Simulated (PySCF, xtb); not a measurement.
TeCl₂, SMILES Cl[Te]Cl.

Harmonic wavenumbers (cm⁻¹) from GFN2-xTB (xtb) at its own minimum, in rising order: 113, 344, 374.

### Question
What does PBE0-D3(BJ)/def2-TZVP (PySCF) give at its own minimum? (The exact figures need the calculation; the answer reports its results.)

### Answer
129, 374, 391. Paired by order, the mean absolute difference is 21 cm⁻¹ and the zero-point energies are 1.2 and 1.3 kcal/mol.
